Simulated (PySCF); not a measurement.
## CeH at r²SCANh

Level: r²SCANh. basis Ce x2c-TZVPPall, H x2c-TZVPPall; spin-free X2C with a Gaussian nucleus; PySCF 2.14.

```
state                                           : quartet, about 1.1 electrons in the 4f shell (Mulliken), real f orbitals that mix terms
bond length                                     : 205.3 pm
harmonic wavenumber                             : 1368 cm⁻¹
force constant                                  : 1.10 mdyn/Å
rotational constant Be                          : 3.999 cm⁻¹
anharmonicity ωexe                              : 16.3 cm⁻¹
vibration–rotation constant αe                  : 0.0759 cm⁻¹
bond order (Mayer)                              : 0.92
dipole moment (positive dipole means Ce(−)H(+)) : -3.41 D
```

These are scalar-relativistic numbers at best; spin–orbit coupling would shift them, the dissociation energy most. With d or f electrons several states lie close, and the lowest PBE0 determinant need not be the measured ground state.
